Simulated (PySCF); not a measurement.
## Static response to an electric field

Compound: 2,3-dihydrothiophene 1,1-dioxide, C₄H₆O₂S.
Atom-mapped SMILES: `[O:1]=[S:2]1(=[O:3])[CH:4]=[CH:5][CH2:6][CH2:7]1` (hydrogens: H8 on C4; H9 on C5; H10, H11 on C6; H12, H13 on C7)

Geometry (GFN2-xTB, Å), atoms numbered from 1 in this order:
```
atom  x, y, z in Å
O1     1.3171   -1.2087    1.6166
S2     1.2163   -0.7128    0.2719
O3     2.2434   -1.1010   -0.6539
C4     0.9808    1.0645    0.3073
C5    -0.2841    1.3488    0.0895
C6    -1.2358    0.2117   -0.1599
C7    -0.4436   -1.0562   -0.4229
H8     1.7920    1.7286    0.5222
H9    -0.6942    2.3479    0.0999
H10   -1.8920    0.4568   -0.9978
H11   -1.8672    0.0996    0.7261
H12   -0.8470   -1.9361    0.0643
H13   -0.2902   -1.2426   -1.4809
```

Level: CAM-B3LYP/def2-SVPD (PySCF), static field, nuclei fixed, core orbitals frozen in the response. The polarisability tensor in these axes (au):

```
x   78.01 -6.35  3.64
y   -6.35 68.85 -0.12
z    3.64 -0.12 58.63
```

Task: Give the principal values, the mean and the anisotropy Δα = √{½[(α1 − α2)² + (α2 − α3)² + (α1 − α3)²]}.

Result: Principal values 57.85, 65.90 and 81.73 au; mean 68.50 au = 10.15 Å³ = 11.29 × 10⁻⁴⁰ C²·m²/J; Δα = 21.04 au (31 % of the mean).

Task: What is the dipole moment, and where does it point?

Result: (-4.70, 3.11, -1.42) D, 5.81 D in size, pointing from the negative to the positive side. Measured along this direction, the outermost atoms are O3 at the negative end and H10 at the positive end.

Task: Directions of the eigenvectors, and the extent of the frame along each?

Result: Largest value along (0.89, -0.44, 0.14), where the nuclei span 4.40 Å; middle along (0.41, 0.89, 0.19), 4.44 Å; least along (-0.21, -0.11, 0.97), 2.67 Å. 

Task: What depolarisation ratio follows for Rayleigh scattering of linearly polarised light, taking the static tensor?

Result: ρ = 3Δα²/(45ᾱ² + 4Δα²) = 1328.0/(211127 + 1770.7) = 0.00624.

Task: Form Σ f/ω² (atomic units) for the 8 lowest TDDFT singlets, given as eV and f, and set it beside the mean polarisability, which is this sum over all singlets: 6.44, 0.0030; 6.84, 0.1528; 7.56, 0.0302; 7.67, 0.0038; 7.78, 0.0029; 8.07, 0.0036; 8.08, 0.0106; 8.11, 0.0252.

Result: They add up to 3.39 au, 5.0 % of the 68.50 au; the largest single term is 2.42 au, from the state at 6.84 eV. Terms in order: 0.05, 2.42, 0.39, 0.05, 0.04, 0.04, 0.12, 0.28 au. Higher excitations give the rest. The strengths listed sum to 0.232.

One conformer (not necessarily the lowest) at the GFN2-xTB geometry, without solvent, vibrations or thermal averaging.

These values come from a run that also computed excited states. Time: 38 s of wall time. Hardware: x86-64 server, one thread, no GPU, on a shared host.
